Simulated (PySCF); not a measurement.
**Worked example: chemical shift, span and skew from a shielding tensor**

C3H10FNSi, SMILES CN(C)C[SiH2]F. Atoms are numbered in the order given.

```xyz
16

C     -2.0195     1.4325    -0.1104
N     -1.1454     0.2769    -0.0644
C     -1.8410    -0.9068     0.3981
C      0.0876     0.5289     0.6708
Si     1.5191    -0.5816     0.1564
F      2.0053    -0.1482    -1.3399
H     -2.3886     1.7413     0.8957
H     -1.4923     2.2903    -0.5558
H     -2.8984     1.2140    -0.7374
H     -2.7088    -1.1124    -0.2477
H     -2.2112    -0.8090     1.4463
H     -1.1802    -1.7852     0.3593
H     -0.0510     0.5097     1.7804
H      0.4383     1.5504     0.4397
H      2.6655    -0.3647     1.0832
H      1.1669    -2.0250     0.1060
```

Coordinates come from a B3LYP-D3(BJ)/def2-SVP optimisation. The structure was generated by enumeration, and PubChem lists no compound with its InChIKey, so it may never have been made. The values are those of a single conformer.

GIAO shieldings from PBE0/pcSseg-1 in PySCF, non-relativistic, no solvent. The symmetric part of the tensor of Si5 has the principal values 293.2, 339.1, 423.5 ppm. The same nucleus in TMS has σ = 352.7 ppm at this level (PySCF, at its B3LYP-D3(BJ)/def2-TZVP geometry).

### Question
Work out the isotropic shielding, the ²⁹Si shift against TMS, the span and the skew.

### Answer

σ(iso) = (σ11 + σ22 + σ33)/3 = 351.9 ppm. δ = σ(ref) − σ(iso) = 352.7 − (351.9) = 0.8 ppm.
Span Ω = σ33 − σ11 = 130.3 ppm. Skew κ = 3(σ(iso) − σ22)/Ω = 0.30. Tumbling in solution averages the tensor to δ; in a static solid the shielding alone would spread this spin-1/2 line over Ω.
